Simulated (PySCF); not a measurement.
EPR parameters of C4H6FN2Si

C4H6FN2Si (doublet state).
Cartesian coordinates in Å at the GFN2-xTB level; atoms count from 1:
```
atom  x, y, z in Å
N1     0.1860    0.6692   -3.1917
C2    -0.1462    0.5836   -2.0979
C3    -0.4721    0.4167   -0.7220
F4    -1.2406    1.4891   -0.2701
C5    -1.1527   -0.9285   -0.3954
C6    -0.1649   -1.4555    0.5822
Si7    1.0192   -0.0213    0.4832
N8     1.1536    1.2391    1.6333
H9    -1.2856   -1.5690   -1.2746
H10   -2.1494   -0.7676    0.0303
H11   -0.2600   -2.4199    1.0541
H12    2.3256   -0.2190   -0.1261
H13    0.3407    1.7672    1.9104
H14    1.8456    1.2154    2.3622
```

The hyperfine couplings belong to this conformer and change with its torsions.

Identity: `N#C[C@@]1(F)C[CH][Si@@H]1N` [radical].

Theory: PySCF, UKS B3LYP, pcH-1 on C F H N Si, non-relativistic, mean-field spin-orbit, GIAO. Isolated species at its GFN2-xTB geometry (one conformer only). A GFN2-xTB geometry isn't a minimum of the functional, and hyperfine couplings can be far from their values at a DFT geometry. Stability of the SCF solution: not tested.

```
g1, g2, g3        : 2.00225, 2.00246, 2.00311
g_iso             : 2.00261
Form of g         : rhombic: the two nearest values differ by 24 % of g3 − g1
⟨S²⟩              : 0.7538 (exact 0.7500)
α and β electrons : 34, 33
Total energy      : -654.83227 Eh
```

Hyperfine couplings atom by atom, in G; T1 to T3 are the principal values of the dipolar part; ρ(0) is the spin density at the nucleus (MHz turned into gauss with g_iso; 10 G = 1 mT):

| atom | isotope | a_iso | of which spin–orbit | T1 | T2 | T3 | Mulliken spin population | ρ(0) (bohr⁻³) |
| --- | --- | --- | --- | --- | --- | --- | --- | --- |
| N1 | 14N | 0.0 | 0.0 | -0.1 | 0.0 | 0.0 | 0.00 | 0.0000 |
| C2 | 13C | -0.8 | 0.0 | -0.2 | -0.1 | 0.3 | 0.00 | -0.0020 |
| C3 | 13C | -0.4 | 0.0 | -0.5 | -0.3 | 0.8 | 0.00 | -0.0011 |
| F4 | 19F | -2.3 | 0.0 | -2.2 | -0.5 | 2.8 | 0.00 | -0.0015 |
| C5 | 13C | -11.8 | 0.0 | -1.1 | 0.4 | 0.7 | -0.09 | -0.0293 |
| C6 | 13C | 29.3 | 0.0 | -26.2 | -25.7 | 51.9 | 0.98 | 0.0730 |
| Si7 | 29Si | 14.9 | 0.0 | -1.4 | -0.5 | 1.9 | 0.01 | -0.0469 |
| N8 | 14N | 2.3 | 0.0 | -0.5 | -0.5 | 1.0 | 0.02 | 0.0203 |
| H9 | 1H | 46.5 | 0.0 | -1.8 | -1.2 | 3.1 | 0.05 | 0.0291 |
| H10 | 1H | 49.4 | 0.0 | -1.9 | -1.2 | 3.1 | 0.05 | 0.0310 |
| H11 | 1H | -19.8 | 0.0 | -12.4 | -0.4 | 12.8 | -0.04 | -0.0124 |
| H12 | 1H | 10.4 | 0.0 | -1.3 | -0.5 | 1.8 | 0.02 | 0.0066 |
| H13 | 1H | -0.5 | 0.0 | -1.1 | -0.4 | 1.4 | 0.00 | -0.0003 |
| H14 | 1H | -0.1 | 0.0 | -0.9 | -0.4 | 1.3 | 0.00 | -0.0001 |

Largest spin populations (Mulliken): C6 (+0.98) and C5 (-0.09). C6 is the only atom above +0.15. The angles at C6 add up to 359.9°, so it is planar; its axial dipolar tensor and the negative coupling of its proton fit spin in a p orbital normal to that plane.

Axes: g3 points within 12° of the C6–Si7 bond.

Under fast tumbling the dipolar parts average out, and these isotropic splittings remain (the largest six): 1 × 1H (H10, I = 1/2, 2 lines) with 4.94 mT, 1 × 1H (H9, I = 1/2, 2 lines) with 4.65 mT, 1 × 1H (H11, I = 1/2, 2 lines) with 1.98 mT, 1 × 1H (H12, I = 1/2, 2 lines) with 1.04 mT, 1 × 14N (N8, I = 1, 3 lines) with 0.23 mT and 1 × 19F (F4, I = 1/2, 2 lines) with 0.23 mT.

H13 and H14 aren't averaged: N8 is flat or nearly so (angle sum 354°), and its turn about the short N8–Si7 bond (1.71 Å) is taken as slow.

The 13C coupling of C6 (82.0 MHz) shows only in satellite lines or after enrichment, since that isotope makes up about 1.07 % of natural carbon.

The 29Si coupling of Si7 (41.6 MHz) shows only in satellite lines or after enrichment, since that isotope makes up about 4.7 % of natural silicon.

Examples of negative spin density at the nucleus (bohr⁻³): Si7 (-0.0469), C5 (-0.0293) and H11 (-0.0124).
